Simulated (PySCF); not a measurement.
Gas-phase reaction: 2 GeHF₃ = 2 GeF₃ + H₂

Method: PySCF energies plus ideal-gas RRHO corrections (1 bar). † marks an energy on the PBE0/def2-TZVP geometry and frequencies; other levels use their own. CCSD(T) freezes the core. 6-31G* has spherical d functions here. Open shells (unrestricted): GeF₃ (multiplicity 2); the rest are closed-shell singlets. B3LYP is the form with VWN-RPA correlation. Ge: all electrons, no relativistic terms. GeHF₃, GeF₃: computed as isolated molecules; such fragments, hydroxides, amides, oligomers or adducts are transient or little studied in the gas. CCSD(T) isn't extrapolated to the basis-set limit; its ΔH°(298 K) is 316.3 kJ in def2-SVP and 312.9 kJ in def2-TZVPP. The harmonic model lacks anharmonicity and excited electronic states, which grow with temperature; levels with a mode under 35 cm⁻¹ are left out.

ΔH° and ΔS° at 298 K: B3LYP/def2-TZVP† 265 kJ, 141 J/K; CCSD(T)/def2-TZVPP† 313 kJ, 141 J/K; HF/6-31G* 262 kJ, 140 J/K; PBE/def2-SVP 267 kJ, 143 J/K.

Q: With the heat capacities included, give log10 K (1 bar) at 600, 800, 1200, 1600, 1800 K from B3LYP/def2-TZVP†, CCSD(T)/def2-TZVPP†, HF/6-31G*, PBE/def2-SVP.

A: 
```csv
T (K),B3LYP/def2-TZVP†,CCSD(T)/def2-TZVPP†,HF/6-31G*,PBE/def2-SVP
600,-15.6,-19.8,-15.4,-15.6
800,-9.8,-12.9,-9.6,-9.8
1200,-4.0,-6.1,-3.9,-3.9
1600,-1.1,-2.7,-1.0,-1.1
1800,-0.2,-1.6,-0.1,-0.1
```
